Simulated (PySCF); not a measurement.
C4H9O2P.
Structure used (GFN2-xTB), in Å, numbered top down from 1:
```xyz
16
C4H9O2P angstrom
C     -2.2343    0.2357    0.3408
C     -0.9756   -0.5195    0.6289
O     -0.5232   -0.6830    1.7354
C     -0.2350   -0.9966   -0.5951
P      0.9220    0.3951   -0.9582
C      2.1576    0.4169    0.3746
O      0.2440    1.6722   -1.1925
H     -2.6869    0.5904    1.2628
H     -1.9768    1.0832   -0.2950
H     -2.9385   -0.3924   -0.2005
H      0.3329   -1.9020   -0.3885
H     -0.8897   -1.1283   -1.4565
H      1.6139   -0.0845   -2.0725
H      2.8548    1.2279    0.1709
H      1.6398    0.6215    1.3115
H      2.6875   -0.5277    0.4468
```

Computed, not measured: TDDFT PBE0/def2-SVPD, vertical, gas phase, core orbitals frozen in the response in PySCF.

Q: What does the calculation give for the low-lying excited states?

A: 

| state | E (eV) | ν̃ (cm⁻¹) | f | main configurations (H = HOMO, L = LUMO) |
| --- | --- | --- | --- | --- |
| S1 | 4.43 | 35720 | 0.0017 | H→L (94%) |
| S2 | 6.03 | 48600 | 0.028 | H-1→L (61%), H-2→L (35%) |
| S3 | 6.09 | 49130 | 0.0029 | H-2→L (62%), H-1→L (37%) |
| S4 | 6.98 | 56300 | 0.019 | H→L+1 (95%) |
| S5 | 7.54 | 60780 | 0.036 | H-1→L+1 (74%), H-1→L+4 (10%) |
| S6 | 7.56 | 60980 | 0.0075 | H→L+3 (36%), H-2→L+1 (20%), H-2→L+4 (12%) |
| S7 | 7.64 | 61620 | 0.0047 | H→L+2 (56%), H-2→L+1 (23%) |
| S8 | 7.65 | 61700 | 0.017 | H→L+2 (35%), H→L+3 (27%), H-2→L+1 (14%) |

Triplets (Tamm–Dancoff): T1 3.85 eV, H→L (93%); T2 5.50 eV, H-1→L (45%), H-2→L (27%), H-3→L (20%); T3 5.95 eV, H-2→L (60%), H-1→L (36%).

The lowest singlet comes at 280 nm (427 kJ/mol) in the ultraviolet; it is very weak; its leading configuration is HOMO→LUMO (94%). The most intense listed level is S5 at 7.54 eV (165 nm, f = 0.036), 3.11 eV above S1. S1 has the pattern of n→π* at C=O. The listed states span 3.22 eV, and the widest gap between neighbours is 1.60 eV (S1 to S2). Of the 8 states listed, 4 reach f = 0.01 and none stays under 0.0005. Weighted by f, the mean energy of these states is 7.02 eV. Only the lowest 8 singlets were computed, as vertical energies without vibronic structure.

One conformer stands for the species.
